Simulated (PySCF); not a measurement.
Compound: C₆H₈NO (doublet state).
Z-matrix (Å and degrees, GFN2-xTB geometry), rows numbered from 1:
```
C 
C   1  1.5147
C   2  1.5060  1  116.62
C   3  1.3330  2   97.97  1   116.45
C   4  1.4622  3  138.05  2   179.69
N   5  1.3583  4  113.65  3    -1.23
O   5  1.2153  4  123.46  3   178.69
C   4  1.5229  3   90.53  2    -0.12
H   1  1.0877  2  110.38  3   -46.51
H   1  1.0884  2  110.19  3  -166.75
H   1  1.0877  2  110.24  3    73.52
H   2  1.0912  1  110.97  3  -131.81
H   6  1.0035  5  121.11  4    -0.52
H   6  1.0057  5  119.21  4  -179.95
H   8  1.0874  2  113.81  1    -1.39
H   8  1.0879  2  114.47  1   128.36
```

The hyperfine couplings belong to this conformer and change with its torsions.

As a line formula: `C[C@H]1[C]=C(C(N)=O)C1` [radical].

Computed, not measured: PySCF 2.14.0, UKS B3LYP, pcH-1 on C H N O, non-relativistic, mean-field spin-orbit, GIAO. Geometry: GFN2-xTB, one conformer, isolated molecule. The geometry wasn't refined by DFT: couplings that depend on bond lengths, twists or pyramidal angles can differ widely from those at the functional's own minimum. No stability test was run, so a lower SCF solution isn't excluded.

(1) Give the principal g shifts and their parts.

(2) How much does each term add to the isotropic shift?

(3) What are the electron Larmor frequencies g μB B/h along the three axes at 350 mT?

(4) In a frozen sample, at which fields do the three g values resonate at 9.5, 34, 94 and 263 GHz (hyperfine left aside), and which band first spreads them over more than twice a line width of 0.3 mT?

Results:

(1) 
| Δg (ppm) | 1 | 2 | 3 |
| --- | --- | --- | --- |
| relativistic mass correction | -164 | -164 | -164 |
| gauge correction | 20 | 8 | 8 |
| orbital Zeeman/spin–orbit | -977 | -93 | 1117 |
| total | -1120 | -249 | 962 |

So g = 2.00120, 2.00207, 2.00328 and g_iso = 2.00218; the tensor is rhombic: the two nearest values differ by 42 % of g3 − g1. 

(2) The mass correction -164, the orbital-Zeeman/spin–orbit term 16 and the gauge correction 12 ppm, for a total of -136 ppm. The mass correction is the largest in size. The mass correction is the same along every axis, so the anisotropy comes from the other two: their spans along these axes are 13 (gauge) and 2094 ppm (orbital Zeeman/spin–orbit).

(3) 9.8032, 9.8075, 9.8134 GHz for g1, g2 and g3, a range of 10.2 MHz.

(4) 
```csv
band,GHz,B(g3) mT,B(g2) mT,B(g1) mT,spread mT
X,9.5,338.82,339.03,339.17,0.35
Q,34.0,1212.62,1213.36,1213.88,1.26
W,94.0,3352.54,3354.57,3356.03,3.49
J,263.0,9379.99,9385.66,9389.75,9.76
```

The spread grows in proportion to the frequency. Q band is the first where it exceeds 0.6 mT.

The largest Mulliken spin populations are on C3 (+0.90), C8 (+0.09) and C4 (-0.08). C3 is the only atom above +0.15. The positive populations add up to 1.09 and the negative ones to -0.09, together 2S = 1.

The HOMO–LUMO gaps are 5.53 eV among the α and 4.17 eV among the β orbitals.

Time: 82 s (grids of density and orbitals included); peak memory 0.97 GiB. Hardware: one thread, Arm Neoverse V1 (aarch64), no GPU (shared host).
